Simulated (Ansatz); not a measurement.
Input for Ansatz (a first-principles code): U-CCSD(T)/aug-cc-pV(D+d)Z on BeClH (SMILES [BeH][Cl]), a point of a bond scan (R = 3.612 Å). Files ending in .json are basis or fitting sets from the Basis Set Exchange.

Ansatz 0.2 input:
```yaml
crystal:
  periodic: [false, false, false]
  atoms:
    - {symbol: Be, position_ang: [-0.00000000, -0.00000000, -1.33527396]}
    - {symbol: H, position_ang: [-0.00000000, -0.00000000, -2.65794482]}
    - {symbol: Cl, position_ang: [0.00000000, 0.00000000, 2.27633756]}
basis:
  gaussian:
    orbitals: aug-cc-pV_D+d_Z.json
correlation: {method: ccsd_t, electrons: outside_noble_gas}
scf: {omitted_lower_state_checks: [cluster_reference]}
magnetization: {spin_polarized: true, initial_magnetization: 0}
```

Output:

```
WARN ansatz: RAYON_NUM_THREADS=1 ignored (pool sized by the plan → 1); use --threads N
Functional definition: HF
these checks for a lower state are left out or cut short: cluster_reference
integrals: 0.05 GiB planned
593 factors; integrals over basis functions are off by at most 1.1e-3 eV
mean field: 0.14 GiB planned
mean field evaluation 1: about -12912.0065 eV, gradient 1.5e1 eV
mean field evaluation 2: about -12912.0164 eV, gradient 1.5e1 eV
mean field evaluation 4: about -12914.7038 eV, gradient 1.7e0 eV
mean field evaluation 8: about -12914.7734 eV, gradient 1.7e-1 eV
mean field evaluation 16: about -12914.8853 eV, gradient 1.1e0 eV
mean field evaluation 32: about -12912.3385 eV, gradient 1.3e1 eV
mean field evaluation 64: about -12912.9515 eV, gradient 8.7e0 eV
mean field evaluation 96: about -12915.2863 eV, gradient 5.4e-1 eV
mean field evaluation 128: about -12915.0073 eV, gradient 4.0e-3 eV
mean field evaluation 160: about -12914.7744 eV, gradient 1.3e-4 eV
mean field -12915.40110942 eV, -474.6322363978 hartree, gradient 1.3e-6 eV, S^2 0.848993; 14 other end points of the search recorded, 0 dependent functions left out
6 core orbitals not correlated
reference -12915.40110942 eV, -474.6322363978 hartree; 5, 5 occupied and 53, 53 virtual orbitals, 593 factors
second order -4.35315542 eV of doubles, -0.00000000 eV of singles
coupled cluster: 0.18 GiB planned
cycle   1  -4.94762825 eV  change   -5.9e-1 eV  update   8.2e-2
cycle   2  -5.22656877 eV  change   -2.8e-1 eV  update   4.6e-2
cycle   3  -5.26313057 eV  change   -3.7e-2 eV  update   3.8e-2
cycle   4  -5.34449682 eV  change   -8.1e-2 eV  update   3.4e-2
cycle   5  -5.38266550 eV  change   -3.8e-2 eV  update   1.8e-2
cycle   6  -5.41146992 eV  change   -2.9e-2 eV  update   1.0e-2
cycle   7  -5.42476070 eV  change   -1.3e-2 eV  update   6.6e-3
cycle   8  -5.44263769 eV  change   -1.8e-2 eV  update   4.6e-3
cycle   9  -5.44416895 eV  change   -1.5e-3 eV  update   2.5e-3
cycle  10  -5.44795482 eV  change   -3.8e-3 eV  update   1.4e-3
cycle  11  -5.45010866 eV  change   -2.2e-3 eV  update   5.3e-4
cycle  12  -5.44943066 eV  change    6.8e-4 eV  update   2.1e-4
cycle  13  -5.44957588 eV  change   -1.5e-4 eV  update   9.3e-5
cycle  14  -5.44952663 eV  change    4.9e-5 eV  update   4.4e-5
cycle  15  -5.44950257 eV  change    2.4e-5 eV  update   2.4e-5
cycle  16  -5.44950246 eV  change    1.1e-7 eV  update   1.2e-5
coupled cluster: 0.18 GiB planned
perturbative correction -0.17119662 eV, -0.0062913598 hartree
Total energy: -12921.02180850 eV, -474.8387932792 hartree
Checks for a lower state left out: cluster_reference
```

The calculation finished and met its thresholds. Its determinant has ⟨S²⟩ = 0.85, a mixture of spin states.

Cost: very roughly 3 core-seconds.
